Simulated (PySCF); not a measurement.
A calculated (r2SCAN0, PySCF 2.14, aug-cc-pVQZ with one added diffuse shell each of s, p, d, f, g type, no relativity, point nucleus) atom or ion has these occupied shells.

```csv
shell,electrons,orbital energy (eV),"rms radius, mean of both spins (bohr)"
1s α,1,-901.91,0.183
1s β,1,-898.57,0.183
2s α,1,-86.861,0.897
2p α,3,-61.034,0.914
2p β,2,-54.853,0.914
```

Task: Name the element and its charge.

Result: Ne(2+) (neon, charge +2), in [He] 2s1 2p5, high-spin 3P determinant (an excited configuration).
